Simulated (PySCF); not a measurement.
## Phosphorus: a sound run and one with changed settings

Sound run: P⁺ [Ne] 3s2 3p2, P²⁺ [Ne] 3s2 3p1. All numbers are calculated (PySCF 2.14, the spin-free X2C one-electron Hamiltonian (Gaussian nucleus), in x2c-SVPall (4s3p1d, 18 functions)). The sound run starts from symmetry-adapted Hartree-Fock orbitals and uses a fine grid where one is needed.

Changed run: radial step 1.2 in ln r (0.13 in the sound run). This setting is unsound on purpose.

| species | method | sound run (hartree) | changed run (hartree) | converged |
| --- | --- | --- | --- | --- |
| P⁺ | UHF | -341.03801 | -341.03801 | yes |
| P⁺ | LDA | -340.28688 | -339.49182 | yes |
| P⁺ | MN15 | -341.54194 | -340.31232 | yes |
| P²⁺ | UHF | -340.33331 | -340.33331 | yes |
| P²⁺ | LDA | -339.55815 | -338.77207 | yes |
| P²⁺ | MN15 | -340.81370 | -339.56830 | yes |

Ionisation energy of P⁺:

| method | sound run (eV) | changed run (eV) |
| --- | --- | --- |
| UHF | 19.176 | 19.176 |
| LDA | 19.830 | 19.585 |
| MN15 | 19.816 | 20.246 |

A coarse radial grid mis-integrates the density and the exchange-correlation energy, with errors of either sign; Hartree-Fock needs no grid.

For comparison, NIST gives 19.769 eV between the lowest levels.
